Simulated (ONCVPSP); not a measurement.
**Varying the ONCV potential for Sc**

Base potential:

ONCVPSP 4.0.1 input, shortened (lines: element, Z, core and valence counts, functional; n l f; lmax; l rc ep ncon nbas qcut; lloc lpopt rc5 dvloc0; l nproj debl; icmod fcfact rcfact), LDA (Perdew-Zunger), scalar-relativistic:

```
  Sc 21.00    5    2        3      upf
    1    0    2.00
    2    0    2.00
    2    1    6.00
    3    0    2.00
    3    1    6.00
    3    2    1.00
    4    0    2.00
    3
    0    2.90    0.00    3    6    2.00
    1    2.65    0.47    5   10    3.60
    2    2.50    0.00    4    9    7.40
    3    2.90    0.15    4    7    4.00
    2    5    2.50    0.00
    0    2    3.10
    1    1    2.60
    2    0    3.70
    3    2    0.70
    1    0.70    0.00
```

Cutoffs, loose and tight: the cutoffs (Ha) at which the residual kinetic energy of the hardest occupied pseudo-wave falls to 1 and 0.1 mHa per electron. They do not see the model core or the augmentation charge, which bear on the density cutoff. Test errors are all-electron minus pseudo excitation energies from the reference, over the configurations 3d1 4s1; 3d1 4s0; 3d1 4s1.5; 3d1 4s0 4p1. A dash means not determined; rows that change the core or the reference have their own tests. The largest error is taken over the tests solved by every variant that gives reliable tests at all: 3d1 4s0; 3d1 4s1; 3d1 4s1.5.

A true bound ghost makes a file unfit for plane-wave use even where its test errors are small: the radial tests pick states by their node count and pass the ghost by.

```json
{"change": "base", "outcome": "generated", "cutoff, loose": "17 Ha", "cutoff, tight": "20 Ha", "bound ghosts": "f", "GHOST(+) flags above zero": "s, p", "largest test error (meV)": "-44"}
{"change": "f: qcut 2.5", "outcome": "generated", "cutoff, loose": "17 Ha", "cutoff, tight": "20 Ha", "bound ghosts": "none", "GHOST(+) flags above zero": "s, p, f", "largest test error (meV)": "-44"}
{"change": "f: qcut 3.3", "outcome": "generated", "cutoff, loose": "17 Ha", "cutoff, tight": "20 Ha", "bound ghosts": "none", "GHOST(+) flags above zero": "s, p, f", "largest test error (meV)": "-44"}
{"change": "f: qcut 4.4", "outcome": "generated", "cutoff, loose": "17 Ha", "cutoff, tight": "20 Ha", "bound ghosts": "f", "GHOST(+) flags above zero": "s, p", "largest test error (meV)": "-44"}
{"change": "f: qcut 5.3", "outcome": "generated", "cutoff, loose": "17 Ha", "cutoff, tight": "20 Ha", "bound ghosts": "none", "GHOST(+) flags above zero": "s, p, f", "largest test error (meV)": "-44"}
{"change": "f: qcut 6.1", "outcome": "generated", "cutoff, loose": "17 Ha", "cutoff, tight": "20 Ha", "bound ghosts": "none", "GHOST(+) flags above zero": "s, p", "largest test error (meV)": "-44"}
```

Reading the sweep of the qcut of the f channel (base included, trends over the rows without a ghost): The loose cutoff stays near 17 Ha. Bound ghosts are found at 4, 4.4 1/bohr.
